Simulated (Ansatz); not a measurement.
Reaction (redistribution): `C[O][In]([SH])[O]C` + `NBCl` → `C[O][In]([NH2])[SH]` + `COBCl`

Program: Ansatz. Geometries: PBE0-D4/def2-TZVP. ΔE: electronic, gas phase. CCSD(T)/CBS adds triple-zeta CCSD(T) − MP2 to the extrapolated MP2 energy (def2 sets, frozen cores). DFT in def2-TZVPP. def2 core potentials past Kr. For In outer-core shells are correlated without core-valence functions, which leaves a few kJ/mol of doubt a bond. Each species was taken in one conformer, which may not be the lowest.

```csv
level,ΔE (kJ/mol)
r2SCANh-D4,2.5
ωB97X-V,1.3
r2SCANh,2.3
CCSD/def2-SVP,4.8
```

Task: What does CCSD(T)/CBS give? (Best estimate.)

Result: The calculation gave: +0.4 kJ/mol. The listed levels differ from it by 2.1, 0.9, 1.9, 4.4 kJ/mol.

Largest T1 diagnostic among the species: 0.016.

Leaving LDA and LC-ωPBE aside and taking each functional with its dispersion term where it has one, the values, not all of them listed here, spread over 7.0 kJ/mol, from PBE-QIDH to revPBE-D4. LDA lies −5.5 kJ/mol from PBE without D4. At CCSD(T), def2-SVP lies +4.1 kJ/mol from the extrapolated value and def2-TZVPP −1.7 kJ/mol. From BLYP to BHLYP (50 % exact exchange), in def2-TZVPP and without D4, ΔE moves by −5.3 kJ/mol.
